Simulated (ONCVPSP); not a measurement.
**palladium, ONCV: configuration errors across variants**

ONCVPSP 4.0.1 input, shortened (lines: element, Z, core and valence counts, functional; n l f; lmax; l rc ep ncon nbas qcut; lloc lpopt rc5 dvloc0; l nproj debl; icmod fcfact rcfact), PBE, scalar-relativistic:

```
  Pd 46.00    6    3        4      upf
    1    0    2.00
    2    0    2.00
    2    1    6.00
    3    0    2.00
    3    1    6.00
    3    2   10.00
    4    0    2.00
    4    1    6.00
    4    2   10.00
    2
    0    1.65    0.00    4    7    5.80
    1    1.65    0.00    4    7    7.70
    2    1.50    0.00    4    9   10.10
    4    5    1.20    0.00
    0    2    3.70
    1    2    3.10
    2    2    2.80
    1    0.50    0.00
```

All-electron excitation energies from the reference (eV): (1) 4s2 4p6 4d9 9.115; (2) 4s2 4p6 4d8 29.934; (3) 4s2 4p6 4d9 5s1 1.501.

Errors AE − PS in meV (a dash: test not solved or not reliable):

| change | (1) | (2) | (3) | bound ghosts | GHOST(+) flags above zero |
| --- | --- | --- | --- | --- | --- |
| base | -0.1 | -2.0 | -0.1 | none | none |
| s: rc 1.24 | -0.1 | -2.0 | +0.1 | none | s |
| s: rc 1.44 | -0.1 | -2.0 | -0.3 | none | s |
| s: rc 1.7 | -0.1 | -1.9 | 0.0 | none | none |
| s: rc 2.18 | -0.1 | -1.7 | -1.0 | none | none |
| s: rc 2.32 | -0.1 | -1.7 | -0.6 | none | none |

(1) Give the same row for: s: rc 1.94.

Answers

(1) -0.1, -1.8, -1.2; bound ghosts: none; GHOST(+) flags above zero: none.
